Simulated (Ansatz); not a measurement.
Born–Oppenheimer molecular dynamics of Cl₂F₂HOTa (7 atoms, charge 0, multiplicity 1). It goes on from the last frame of an earlier run, with new velocities.

Level of theory: RKS B3LYP/def2-SVP (Ansatz).

```json
{"ensemble": "NVT, Langevin thermostat", "time step": "0.5 fs", "steps asked": "100", "set temperature": "700 K", "friction": "0.001 /fs", "seed": "517115"}
```

First frame:

```xyz
7
Properties=species:S:1:pos:R:3
Ta -0.032 -0.051 0.005
O 1.839 -0.289 -0.047
H 2.557 -0.128 0.508
F 0.067 -0.181 1.898
F -0.023 -0.049 -1.885
Cl -1.036 2.087 -0.007
Cl -1.292 -2.053 -0.035
```

How far do the bonds stretch over the last three quarters of this one trajectory? (Pairs bonded in most of those frames.)


| bond | mean (Å) | spread (Å) | shortest | longest |
| --- | --- | --- | --- | --- |
| Ta1–O2 | 1.914 | 0.042 | 1.83 | 1.97 |
| Ta1–F4 | 1.893 | 0.041 | 1.84 | 1.96 |
| Ta1–F5 | 1.915 | 0.053 | 1.82 | 1.98 |
| Ta1–Cl6 | 2.289 | 0.018 | 2.27 | 2.33 |
| Ta1–Cl7 | 2.324 | 0.069 | 2.20 | 2.41 |
| O2–H3 | 0.980 | 0.035 | 0.92 | 1.03 |

Mean temperature of the second half: 477 K. The mean temperature of the second half is 32 % below the set value. A run of 0.05 ps of so small a system gives no equilibrium averages.

Time of the run: 7.6 min on 2 threads of Arm Neoverse V1, with other jobs on the host, peak memory 0.29 GiB.
